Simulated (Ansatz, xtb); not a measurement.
System: 2,2-difluoropropan-1-ol, C₃H₆F₂O, charge 0, multiplicity 1. 
Geometry from a B3LYP-D3(BJ)/def2-TZVP (Ansatz, a quantum-chemistry and plane-wave program) optimisation:
```
C
F 1 1.3746
F 1 1.3808 2 105.86
C 1 1.5047 2 109.28 3 118.13
H 4 1.0879 1 109.53 2 63.89
H 4 1.0891 5 109.80 1 119.70
H 4 1.0895 5 109.16 6 119.91
C 1 1.5198 2 108.90 3 -114.12
H 8 1.0938 1 107.33 2 50.59
H 8 1.0955 9 108.90 1 -116.64
O 8 1.4164 9 112.28 10 -124.20
H 11 0.9614 8 109.05 9 43.98
```

Harmonic wavenumbers from GFN2-xTB (xtb, at its own minimum), cm⁻¹: 83, 173, 226, 261, 319, 352, 430, 474, 532, 783, 890, 949, 971, 1110, 1117, 1145, 1193, 1228, 1254, 1362, 1382, 1452, 1453, 1464, 2888, 2921, 3052, 3063, 3071, 3563.

Give the harmonic wavenumbers at B3LYP-D3(BJ)/def2-TZVP (Ansatz, finite differences of forces, unscaled).

98, 119, 223, 240, 338, 374, 459, 507, 574, 778, 912, 963, 994, 1086, 1148, 1177, 1244, 1287, 1312, 1421, 1457, 1482, 1494, 1509, 3011, 3060, 3063, 3135, 3150, 3832 cm⁻¹. Zero-point energy 57.8 kcal/mol.

From these and the geometry, give the ideal-gas thermochemistry at 298.15 K and 1 atm (rigid rotor, harmonic oscillator).

Point group C1, rotational symmetry number 1. Rotational constants 4.848, 2.755, 2.675 GHz. S(trans) 39.60, S(rot) 26.60, S(vib) 15.40, S(elec, spin only) 0.00, S 81.6 cal/(mol K). H(298) - H(0) 4.99 kcal/mol; G - E(el) 38.5 kcal/mol.
